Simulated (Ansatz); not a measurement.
Relaxed structures of CH$_{4}$GeN (charge +1), singlet (PBE0-D4/def2-TZVP; forces vanish, vibrations not checked; lower isomers may exist, and structures with a doubtful reference or unclear bonds are left out; Å). Computed with Ansatz 0.2.0 (basis: def2-TZVPP); correlated methods freeze the cores. Filled d shells of the heavier atoms are correlated. The def2 sets are not built for correlating such inner shells, so the correlated values are less sure here.

Rank them by CCSD(T) energy, lowest first, and give each one's height above the lowest. Links in brackets join atoms within 1.22 times the sum of their covalent radii (1.1 for two metals). (To be estimated.)
A.
CH₄GeN ([CH2][N][GeH2]), total charge +1
```
7
angstrom
C -1.3915 -0.7265 -0.1907
N -0.4032 -0.1334 0.2824
Ge 0.9513 0.6801 0.9305
H -1.4731 -0.9143 -1.2653
H -2.2016 -1.0741 0.4569
H 0.8186 2.1850 1.0137
H 2.1045 -0.2117 1.3358
```
B.
CH₄GeN ([CH2]1[NH][GeH]1), total charge +1
```
7
angstrom
C 0.4564 0.3174 0.5644
N 0.1412 0.0377 -0.8536
Ge -1.1258 -0.6972 0.0576
H -2.3455 -1.4827 -0.3841
H 0.6676 0.3168 -1.6713
H 0.3082 1.3320 0.9267
H 1.2797 -0.2288 1.0186
```
C.
CH₄GeN ([CH]1[NH][GeH2]1), total charge +1
```
7
angstrom
C -0.8199 -0.5224 -0.2024
N 0.0670 -0.0145 -0.9521
Ge 0.4732 0.3486 0.9184
H -1.7137 -1.0931 -0.4492
H 0.1411 -0.0283 -1.9706
H 0.2121 1.8018 1.2603
H 1.6403 -0.4920 1.3956
```
D.
CH₄GeN ([CH2][NH][GeH]), total charge +1
```
7
angstrom
C -1.1101 -1.0063 -0.5792
N -0.4152 0.0487 -0.4333
Ge 0.5983 0.4821 1.2900
H -1.6425 -1.2160 -1.5054
H -0.3890 0.6801 -1.2325
H 1.0784 1.8257 0.6038
H -1.1770 -1.7203 0.2402
```

By the calculation: D (0.00 kcal/mol), A (16.72 kcal/mol), C (20.10 kcal/mol), B (42.58 kcal/mol). Heights count from the lowest.

T1 diagnostic: at most 0.021. The restricted Hartree–Fock reference is unstable towards an unrestricted one at one or more of these structures.

For scale, one of the runs: CCSD(T)/def2-TZVPP, 166 basis functions, launched by `ansatz run in.yaml --threads 2 --pin off --events-out ev --progress --plain --max-ram 4352MiB`. Time: 30 s of wall clock on 2 CPU threads of an Arm Neoverse V2; the host was shared. Peak host memory: 1.3 GiB.
